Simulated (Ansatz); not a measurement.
Input for Ansatz (an electronic-structure program): R-PBE/def2-TZVPPD on H2 (SMILES [H][H]) with ghost functions. Files ending in .json are basis or fitting sets from the Basis Set Exchange.

Ansatz 0.2 input:
```yaml
crystal:
  periodic: [false, false, false]
  atoms:
    - {symbol: H, position_ang: [-0.47155420, -0.71689305, 3.41588380]}
    - {symbol: H, position_ang: [-0.27556438, -0.25743137, 2.86425653]}
basis:
  gaussian:
    orbitals: def2-TZVPPD.json
    ghost_atoms:
      - {symbol: O, position_ang: [1.09761530, 0.96675209, 0.72807596]}
      - {symbol: S, position_ang: [0.47023651, 0.35730536, -0.41449356]}
      - {symbol: O, position_ang: [-0.91787710, -0.00945617, -0.32984835]}
hamiltonian:
  xc: {name: PBE}
scf: {lower_state_search: off}
```

The log:

```
WARN ansatz: RAYON_NUM_THREADS=2 ignored (pool sized by the plan → 2); use --threads N
Functional definition: PBE
these checks for a lower state are left out or cut short: stability, starts, cluster_reference, orbital_swaps, neighbouring_geometries, increment
integrals: 0.06 GiB planned
797 factors; their error is unknown
mean field: 0.49 GiB planned
mean field evaluation 1: about -31.4045 eV, gradient 9.5e0 eV
mean field evaluation 2: about -31.6934 eV, gradient 3.2e0 eV
mean field evaluation 4: about -31.7353 eV, gradient 5.5e-2 eV
mean field evaluation 8: about -31.7322 eV, gradient 1.5e-4 eV
mean field -31.73215798 eV, -1.1661352970 hartree, gradient 3.5e-6 eV, S^2 0.000000; 0 other end points of the search recorded, 0 dependent functions left out
reference -31.73218262 eV, -1.1661362025 hartree; 1, 1 occupied and 164, 164 virtual orbitals, 797 factors
Total energy: -31.73218262 eV, -1.1661362025 hartree
Checks for a lower state left out: stability, starts, cluster_reference, orbital_swaps, neighbouring_geometries, increment
```

Self-consistency was reached.

Cost: roughly 1.4 core-seconds.
